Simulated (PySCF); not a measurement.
C₄H₉NSi, SMILES C[C@@H]1N[SiH2]C1=C.

Geometry: ωB97X-D3(BJ)/def2-SVP. The structure was generated by enumeration; whether it is a known compound was not checked.

All values below come from M06-2X/def2-TZVP (PySCF).

Gas-phase values at a fixed geometry.

Task: Estimate the frontier levels, gap, dipole moment and polarisability. (The exact figures need the calculation; the answer reports its results.)

Result: 
```yaml
highest_occupied_level: -7.97 eV
lowest_empty_level: 0.56 eV
orbital_gap: 8.53 eV
dipole_moment: 0.77 D
quadrupole, principal values (traceless, Buckingham form, about the centre of nuclear charge): -5.85, 0.27, 5.57 D·Å
mean_static_polarisability: 79.1 bohr³ (11.72 Å³)
polarisability_principal_values: 62.6, 82.9, 91.9 bohr³
```
